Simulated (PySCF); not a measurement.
An unknown gives this computed stick spectrum. Computed with TDDFT wB97X-D/def2-SVPD, vertical, gas phase, core orbitals frozen in the response in PySCF. Geometries: GFN2-xTB, one conformer each.

| state | λ (nm) | f |
| --- | --- | --- |
| S1 | 250.7 | 0.0032 |
| S2 | 190.6 | 0.039 |
| S3 | 179.1 | 0.0052 |
| S4 | 177.2 | 0.037 |
| S5 | 172.1 | 0.068 |
| S6 | 170.1 | 0.019 |
| S7 | 166.7 | 0.020 |
| S8 | 165.0 | 0.0033 |

Triplets computed (Tamm–Dancoff): 4.32, 5.80, 5.88 eV.

**Question.** Which structure fits? All have the formula C2H8O3Si3.
A. `O=C(O)[Si@@H]1C[SiH2][SiH2]O1`
B. `C#C[SiH2]O[Si@H](O)O[SiH3]`
C. `[SiH2](O)[Si@](C#C)(O)O[SiH3]`

**Answer.** A. Its S1, at 4.95 eV, is the lowest among the candidates; the nearest of the others has S1 at 6.00 eV. S1 is HOMO→LUMO (76%), HOMO→LUMO+1 (11%). Löwdin shares by element: HOMO oxygen 55% or more, carbon 14% or more, silicon 9% or more (atoms not listed hold the other 22%); LUMO oxygen 29% or more, carbon 27% or more, silicon 14% or more (atoms not listed hold the other 30%). At the same level the other candidates give, for their lowest levels:
- `C#C[Si@@](O)(O[SiH3])[SiH2]O`: 207 nm (f 0.012); 204 nm (f 0.009); 198 nm (f 0.013); 194 nm (f 0.003); 184 nm (f 0.084); T1 5.09 eV; HOMO -9.74, LUMO 0.83 eV
- `C#C[SiH2]O[Si@H](O)O[SiH3]`: 207 nm (f 0.000); 195 nm (f 0.001); 191 nm (f 0.000); 164 nm (f 0.006); 160 nm (f 0.001); T1 5.12 eV; HOMO -10.34, LUMO 1.05 eV
